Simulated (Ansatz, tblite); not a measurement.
Cost and result up the ladder for Sn(NMe2)Me3 (C5H15NSn) (22 atoms). The state is a singlet with charge 0. Geometry: PBE0-D4/def2-SVP.

```xyz
22

Sn   -0.161    0.176    0.729
N    -0.050   -0.091   -1.307
C    -0.345   -1.387   -1.853
C     0.952    0.620   -2.052
H    -0.696   -1.303   -2.902
H    -1.155   -1.879   -1.288
H     0.522   -2.087   -1.866
H     1.116    1.627   -1.633
H     1.943    0.111   -2.088
H     0.635    0.761   -3.105
C     1.451   -0.838    1.749
H     2.421   -0.435    1.425
H     1.424   -1.915    1.528
H     1.359   -0.701    2.837
C    -2.063   -0.642    1.306
H    -2.308   -0.342    2.336
H    -2.050   -1.740    1.258
H    -2.847   -0.266    0.632
C    -0.049    2.301    1.032
H    -0.342    2.551    2.062
H    -0.730    2.811    0.337
H     0.974    2.667    0.862
```

Ansatz on 2 threads of AMD EPYC 7R13 on a shared host and a share (18 GiB) of an NVIDIA H100 80GB HBM3; xTB runs through tblite on one thread. Times are rough, summed over both states, and most runs start from the orbitals of an earlier one. PBE0-D4/def2-TZVP serves as the yardstick here, not as an exact answer. The other state is a triplet.

In the def2 sets Sn takes a core potential; there is no spin–orbit coupling. The xTB rows come from tblite.

xTB has no spin-polarisation term.

```json
{"level": "GFN2-xTB", "functions": "48", "wall time": "0.024 s"}
{"level": "GFN1-xTB", "functions": "63", "wall time": "0.03 s"}
{"level": "PBE-D4/def2-TZVP", "functions": "326", "wall time": "6.1 s"}
{"level": "r2SCAN-D4/def2-TZVP", "functions": "326", "wall time": "6.8 s"}
{"level": "PBE0-D4/def2-TZVP (with forces)", "functions": "326", "wall time": "6.9 s"}
```

Question: Estimate what each level gives for the vertical triplet (eV).

Answer: 
```json
{"level": "GFN2-xTB", "vertical triplet (eV)": "4.33", "difference from PBE0-D4/def2-TZVP (eV)": "-0.37"}
{"level": "GFN1-xTB", "vertical triplet (eV)": "4.57", "difference from PBE0-D4/def2-TZVP (eV)": "-0.12"}
{"level": "PBE-D4/def2-TZVP", "vertical triplet (eV)": "4.38", "difference from PBE0-D4/def2-TZVP (eV)": "-0.32"}
{"level": "r2SCAN-D4/def2-TZVP", "vertical triplet (eV)": "4.56", "difference from PBE0-D4/def2-TZVP (eV)": "-0.14"}
{"level": "PBE0-D4/def2-TZVP (with forces)", "vertical triplet (eV)": "4.69", "difference from PBE0-D4/def2-TZVP (eV)": "0.00"}
```
